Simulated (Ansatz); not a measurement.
Consider the homolysis of the F–Ge bond: `[F][Ge]([F])([F])[F]` → F• + `[F][Ge]([F])[F]`•.

Calculated with Ansatz (gas phase, PBE0-D4/def2-TZVP geometries, no zero-point term in ΔE). CCSD(T)/CBS is the MP2 limit (def2-TZVPP, def2-QZVPP) plus CCSD(T) − MP2 in def2-TZVPP, frozen cores. This one scheme is used for every species, atoms too. Functionals use def2-TZVPP. Open shells (•) are unrestricted, without spin–orbit coupling. Spin–orbit coupling would lower the free atoms: a little for F. Bonds to Ge are less sure, by a few kJ/mol each and by 10 to 20 or more in all where they break to atoms, as the def2 sets lack core-valence functions. Scalar relativity is left out up to krypton.

```
               species  ωB97M-V energy (Eh)
`[F][Ge]([F])([F])[F]`          -2476.51162
                    F•            -99.74527
    `[F][Ge]([F])[F]`•          -2376.56487
```

Task: Work out ΔE.

Result: ΔE = (-99.74527) + (-2376.56487) − (-2476.51162) = 0.20148 Eh = +529.0 kJ/mol. CCSD(T)/CBS gives +553.8 kJ/mol.

Largest T1 diagnostic among the species: 0.015.

From r2SCAN to r2SCAN0 (25 % exact exchange), in def2-TZVPP and without D4, ΔE moves by −12.4 kJ/mol: exact exchange takes away binding that semilocal exchange gives to molecules. Leaving LDA and LC-ωPBE aside and taking each functional with its dispersion term where it has one, the values, not all of them listed here, spread over 37.2 kJ/mol, from BHLYP-D4 to ωB97X-V. LDA lies +88.7 kJ/mol from PBE without D4, its usual overbinding. The D4 term adds +3.8 kJ/mol with B3LYP and +2.0 kJ/mol with PBE0; it sums over pairs of atoms, weighted by their polarisabilities, and B3LYP, whose exchange is more repulsive, gets the larger term.

B3LYP here is the variant with VWN-RPA as its local correlation; programs differ in this.
